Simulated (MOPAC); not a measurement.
Pair of molecules: PH3 (SMILES P) (first 4 atoms) with HI (SMILES I); geometry from B3LYP-D3(BJ)/def2-TZVP, rigid monomers moved along the line of their centres of mass till P1···H6 is 3.61 Å.
(charge 0, multiplicity 1):
```xyz
6

P     -0.49586    -0.55325     0.41387
H     -1.84811    -0.66958     0.01013
H     -0.16150     0.39960    -0.57889
H     -0.05445    -1.66632    -0.34206
I      0.80770     0.10129     5.45044
H      0.40686    -0.10307     3.88305
```

Interaction energies are E(AB) − E(A) − E(B) at the monomers' geometry in the complex; basis-set methods are counterpoise corrected.

The state reached by PM3, PM6, PM7 isn't checked; PM7 holds dispersion and hydrogen-bond terms.

The values were computed with MOPAC for PM3, PM6, PM7 (differences of heats of formation). Values without a source in brackets are computed.

**Question.** One of these levels gives -1.76 kcal/mol for the interaction energy. Name it.
(A) PM7
(B) PM6
(C) PM3

**Answer.** A, PM7. The others give -0.58 (PM3), -1.42 (PM6)
